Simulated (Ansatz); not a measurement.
Input (FCI/def2-TZVPPD; Ansatz, a program for electronic structure): A basis named .json is the Basis Set Exchange file of that set.

Ansatz 0.2 input:
```yaml
crystal:
  periodic: [false, false, false]
  atoms:
    - {symbol: Al, position_ang: [0.00000000, 0.00000000, 0.00000000]}
basis:
  gaussian:
    orbitals: def2-TZVPPD.json
magnetization: {spin_polarized: true, initial_magnetization: 1}
correlation: {method: fci, electrons: outside_noble_gas}
scf: {lower_state_search: full}
```

Output:

```
Functional definition: HF
integrals: 0.03 GiB planned
429 factors; integrals over basis functions are off by at most 3.5e-8 eV
mean field: 0.08 GiB planned
mean field evaluation 1: about -6581.5320 eV, gradient 2.9e0 eV
mean field evaluation 2: about -6581.5321 eV, gradient 2.9e0 eV
mean field evaluation 4: about -6581.7384 eV, gradient 2.5e-1 eV
mean field evaluation 8: about -6581.7390 eV, gradient 1.2e-6 eV
mean field evaluation 16: about -6581.7390 eV, gradient 1.0e-5 eV
mean field evaluation 32: about -6581.7390 eV, gradient 8.9e-4 eV
mean field evaluation 64: about -6577.2611 eV, gradient 6.4e-5 eV
mean field -6581.73900264 eV, -241.8744470841 hartree, gradient 7.9e-6 eV, S^2 0.770486; 8 other end points of the search recorded, 0 dependent functions left out
5 core orbitals not correlated
reference -6581.62987565 eV, -241.8704367413 hartree; 2, 1 occupied and 41, 42 virtual orbitals, 429 factors
configuration interaction: 0.25 GiB planned
state -6583.16735648 eV, -241.9269381196 hartree
Total energy: -6583.16735648 eV, -241.9269381196 hartree
```
